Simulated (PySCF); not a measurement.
Species: ZnF2 (singlet state).
Cartesian coordinates in Å at the PBE0-D3(BJ)/def2-SVP level; atoms count from 1:
```
atom  x, y, z in Å
Zn1   -0.0027   -0.0016    0.0000
F2    -0.0025   -0.0039    1.7290
F3     0.0052    0.0055   -1.7290
```

The closed-shell ground state was solved at several levels (PySCF, density fitting, gas phase, non-relativistic).

| level | basis functions | total energy (Eh) | HOMO (eV) | LUMO (eV) | gap (eV) | dipole (D) |
| --- | --- | --- | --- | --- | --- | --- |
| B3LYP/def2-SVPD | 80 | -1978.8036 | -10.34 | -2.39 | 7.95 | 0.02 |
| PBE/pcSseg-1 (pcSseg-2 on Zn) | 107 | -1978.7180 | -8.16 | -2.62 | 5.54 | 0.02 |
| PBE0/pcSseg-1 (pcSseg-2 on Zn) | 107 | -1978.7238 | -10.23 | -1.64 | 8.59 | 0.02 |
| PBE/pcJ-1 (pcSseg-1 on Zn) | 99 | -1978.4930 | -8.01 | -2.55 | 5.46 | 0.02 |

Question: What might B3LYP/pcSseg-1 (pcSseg-2 on Zn) (107 basis functions) give for the same quantities?

Answer: Total energy -1979.2191 Eh, HOMO -9.91 eV, LUMO -2.05 eV, gap 7.86 eV, dipole 0.02 D.

Question: Over all these levels, which gives the widest orbital gap and which the narrowest?

Answer: PBE0/pcSseg-1 (pcSseg-2 on Zn) (global hybrid, 25 % exact exchange) has the widest, 8.59 eV, and PBE/pcJ-1 (pcSseg-1 on Zn) (GGA) the narrowest, 5.46 eV. Functional and basis both differ between the two, so the spread mixes both effects.

Question: In the pcSseg-1 (pcSseg-2 on Zn) basis, how does the gap go with the fixed share of exact exchange?

Answer: PBE (0 %) 5.54 eV; B3LYP (20 %) 7.86 eV; PBE0 (25 %) 8.59 eV. Each rise in the share widens the gap here.

Question: How far do the dipole and the HOMO energy spread over the levels?

Answer: The dipole runs from 0.02 to 0.02 D (mean 0.02 D) and the HOMO from -10.34 to -8.01 eV.
